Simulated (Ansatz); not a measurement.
Cost and result up the ladder for `CCC(C)CC(C)CC(C)C` (35 atoms). Total charge 0; singlet. Geometry: PBE-D4/def2-SVP.

Ansatz on 4 threads of Arm Neoverse V2 on a shared host. Times are rough, and most runs start from the orbitals of an earlier one. r2SCAN0-D4/def2-TZVP serves as the yardstick here, not as an exact answer. Differences are given only for rows in sets of like size (and for xTB, whose basis is part of the method), since another set adds its own error. Binding counts from free atoms at the same level (C triplet, H doublet; other spins of the atoms weren't run), without zero-point energy or a counterpoise term.

Correlated methods freeze 11 core orbitals. The rows differ in basis, and correlated rows in double-zeta sets carry the largest basis error.

Correlated methods converge slowly with the basis, most of all in double-zeta sets.

| level | functions | binding energy per atom (eV) | difference from r2SCAN0-D4/def2-TZVP (eV) |
| --- | --- | --- | --- |
| r2SCAN-D4/def2-TZVP (with forces) | 485 | 4.17 | 0.03 |
| PBE0-D4/def2-TZVP | 485 | 4.19 | 0.05 |
| PBE-D4/def2-TZVP (with forces) | 485 | 4.23 | 0.10 |
| r2SCAN0-D4/def2-TZVP | 485 | 4.14 | 0.00 |
| PBE-D4/def2-SVP | 274 | 4.27 | – |
| MP2/def2-SVP | 274 | 4.04 | – |
| PBE0-D4/def2-SVP | 274 | 4.24 | – |
| LDA (SPW92)/def2-TZVP | 485 | 4.71 | 0.57 |

Task: Estimate how long each takes.

Result: PBE-D4/def2-SVP 4.9 s; LDA (SPW92)/def2-TZVP 6.5 s; PBE0-D4/def2-SVP 9.5 s; MP2/def2-SVP 9.5 s; PBE-D4/def2-TZVP (with forces) 13 s; PBE0-D4/def2-TZVP 22 s; r2SCAN-D4/def2-TZVP (with forces) 22 s; r2SCAN0-D4/def2-TZVP 29 s. On shared hardware such times vary by a factor of up to 3.
